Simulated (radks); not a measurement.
Nd3+, 57 electrons, occupied as [Xe] 4f3. Method: Dirac Kohn-Sham, LDA (Slater exchange, Perdew-Wang correlation), spin-unpolarised, spherical densities, point nucleus; open shells are shared between the two j in proportion to 2j + 1; computed with a radial shooting solver on a logarithmic mesh with Libxc functionals.

Normalised radial functions P(r) = r R(r) (large component), r in bohr:

```
   r/bohr * 4d5/2, o 5p3/2, + 4f5/2 (the largest magnitude, 1.32, reaches the edge; | marks zero, & curves that meet)
 0.002289                             &
 0.003526                             &
 0.005475                             &
 0.008434                             &o
  0.01299                             &o
  0.02001                             & o
  0.03082                             +* o
  0.04748                             +  *o
  0.07313                             +  o   *
   0.1136                            o| +          *
   0.1749                       o     |   +          *
   0.2694                          o  |   *     +
    0.415            *                |      o         +
   0.6392  *                          |      o             +
   0.9846            *      o         |                 +
    1.517          o             *    |          +
    2.355                  o          *   +
    3.627                           o *+
    5.587                             &
```

4d5/2: eigenvalue -145.36 eV, 1 radial node at r = 0.294 bohr, <r> = 0.708 bohr, 90 % of the charge inside 1.06 bohr. 5p3/2: eigenvalue -47.175 eV, 3 radial nodes at r = 0.104, 0.308, 0.778 bohr, <r> = 1.67 bohr, 90 % of the charge inside 2.42 bohr. 4f5/2: eigenvalue -31.357 eV, 0 radial nodes, <r> = 0.966 bohr, 90 % of the charge inside 1.64 bohr.
